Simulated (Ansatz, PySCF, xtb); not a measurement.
Noncovalent pair: AlH3O2 (SMILES [OH][AlH][OH]) (first 6 atoms) with H2O (SMILES O); geometry from B3LYP-D3(BJ)/def2-TZVP.
(charge 0, multiplicity 1):
```
atom    x (Å)    y (Å)    z (Å)
----  -------  -------  -------
O     -0.0510   0.6031   1.5222
Al    -0.0354  -0.5132   0.2543
O     -0.0633   0.0648  -1.3427
H     -0.0383   0.3835   2.4648
H      0.0045  -2.0681   0.4449
H     -0.0878   0.9995  -1.5534
O     -0.0187   0.1095   4.3401
H      0.7505   0.5146   4.7554
H     -0.7863   0.5055   4.7669
```

Counterpoise-corrected where a basis set is named; no monomer relaxation.

Programs: Ansatz (an electronic-structure program) with Gaussian orbitals; PySCF for the dispersion terms; xtb for the GFN methods. Values without a source in brackets are computed.

Question: One of these levels gives -3.42 kcal/mol for the interaction energy. Which?
A) GFN-FF
B) revPBE/def2-TZVPPD
C) revPBE-D3(BJ)/def2-TZVPPD
D) BLYP-D3(BJ)/def2-TZVPPD

Answer: B, revPBE/def2-TZVPPD. The others give -5.75 (GFN-FF), -5.09 (BLYP-D3(BJ)/def2-TZVPPD), -4.62 (revPBE-D3(BJ)/def2-TZVPPD)
